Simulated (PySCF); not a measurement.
Species: 2-ethylbenzenethiol, C8H10S.
Z-matrix (Å and degrees, PBE0-D3(BJ)/def2-SVP geometry), rows numbered from 1:
```
C 
C   1  1.5276
C   2  1.5049  1  112.91
C   3  1.3981  2  120.46  1    95.19
C   4  1.3923  3  121.97  2  -178.08
C   5  1.3929  4  119.33  3    -0.01
C   6  1.3912  5  119.95  4     0.01
C   7  1.3998  6  120.53  5     0.08
S   8  1.7721  3  118.21  2    -2.13
H   1  1.1006  2  110.83  3   -60.90
H   1  1.1007  2  111.06  3   178.92
H   1  1.1005  2  111.09  3    58.81
H   2  1.1015  1  109.67  3   121.54
H   2  1.1038  1  109.66  3  -122.37
H   4  1.0939  3  118.32  2     2.21
H   5  1.0921  4  120.21  3  -179.79
H   6  1.0925  5  120.50  4  -179.81
H   7  1.0930  6  119.67  5  -179.88
H   9  1.3484  8   96.00  3  -177.99
```

All values: CAM-B3LYP/def2-SVPD (PySCF, non-relativistic), on one gas-phase PBE0-D3(BJ)/def2-SVP geometry that isn't relaxed in the solvent. The solvent is an IEF-PCM continuum (Bondi radii, 1.10 Å for H, scaled by 1.2), and excitations are vertical TDDFT with non-equilibrium linear response and a frozen core. Specific hydrogen bonds and non-electrostatic terms are outside this model.

```
run  E − E(gas) (kJ/mol)  HOMO (eV)  HOMO–LUMO gap (eV)  dipole (D)  lowest singlet (eV)  static polarisability (au)
gas                 0.00      -7.50                8.13        0.73                 5.00                       114.4
  P               -12.03      -7.51                8.17        0.93                 5.02                       147.4
  Q               -17.98      -7.54                8.19        1.04                 5.04                       165.3
```

Question: The runs were made in chloroform and water. Which run belongs to which solvent?

Answer: P = chloroform, Q = water. The dielectric constants are 4.711 (chloroform), 78.36 (water), and the energy falls further as ε rises. The optical constants n² used for the excitations are 2.09, 1.78 in the same order. In this model the ground state sees the solvent through ε alone.

Question: How constant is the ratio of the lowering to (ε − 1)/(2ε + 1)?

Answer: 
| solvent | (ε − 1)/(2ε + 1) | E − E(gas) (kJ/mol) | ratio (kJ/mol) | polarisation term (kJ/mol) |
| --- | --- | --- | --- | --- |
| chloroform | 0.356 | -12.03 | -33.8 | -13.34 |
| water | 0.490 | -17.98 | -36.7 | -21.08 |

The ratio changes by +8.5 % in size from chloroform to water. The polarisation term is half the interaction of the solute with the induced surface charges.
